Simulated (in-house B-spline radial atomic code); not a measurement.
**Ionising the cadmium ion Cd⁴⁺ with different functionals**

Computed with a radial B-spline atomic code at the basis-set limit: scalar-relativistic (spin-free X2C) Hamiltonian, Fermi nucleus of rms radius 4.6087 fm, spin-polarised at highest spin, spherical fractional occupations for the functionals, and exact exchange of hybrids averaged over the configuration. The ionisation energy is the difference of two self-consistent energies, [Kr] 4d8 → [Kr] 4d7, without Breit or QED terms; ε is the level of the shell that loses the electron (its least bound occupied spin orbital). There is no spin-orbit coupling in this Hamiltonian.

| method | rung | ΔSCF (eV) | -ε(4d) (eV) |
| --- | --- | --- | --- |
| PBE0 | global hybrid | 70.00 | 63.98 |
| B3LYP | global hybrid | 70.09 | 63.56 |
| TPSSh | global hybrid | 69.94 | 62.43 |
| M06-2X | global hybrid | 70.05 | 66.83 |
| BHandHLYP | global hybrid | 69.75 | 66.23 |
| r2SCAN0 | global hybrid | 69.94 | 64.01 |
| B97-1 | global hybrid | 70.06 | 63.60 |
| HSE06 | range-separated hybrid | 69.97 | 63.54 |
| wB97X | range-separated hybrid | 69.90 | 66.49 |
| CAM-B3LYP | range-separated hybrid | 70.03 | 65.50 |
| LC-wPBE | range-separated hybrid | 70.04 | 66.81 |

Q: Among the functionals, which spreads more, the ΔSCF values or the orbital energies?

A: The orbital energies: ΔSCF values span about 0.34 eV and the orbital energies 4.40 eV; here energy differences depend much less on the functional than eigenvalues do.

Q: How do they compare with the NIST value?

A: NIST lists 68 eV ± 1.9 (tabulated theory, ground level to ground level). Errors run from +1.85 to +2.19 eV; all lie within about twice that uncertainty, so the table can't rank the methods.
